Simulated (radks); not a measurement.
Task: The barium ion Ba9+ is in [Kr] 4d10 5s1. Calculated with a radial shooting solver on a logarithmic mesh with Libxc functionals: scalar-relativistic Kohn-Sham, LDA (Slater exchange, Perdew-Wang correlation), spin-polarised, spherical densities, finite nucleus; Fermi nuclear charge, rms radius of each element as measured or else 0.836 A^(1/3) + 0.57 fm. Open shells are filled with parallel spins first. One electron is removed from 5s, 4d, 4s, 4p in turn, with full relaxation. Which removal costs least, and what does each cost?

Result: 5s 148.34 eV; 4d 223.59 eV; 4p 316.47 eV; 4s 380.09 eV. The 5s electron leaves first.
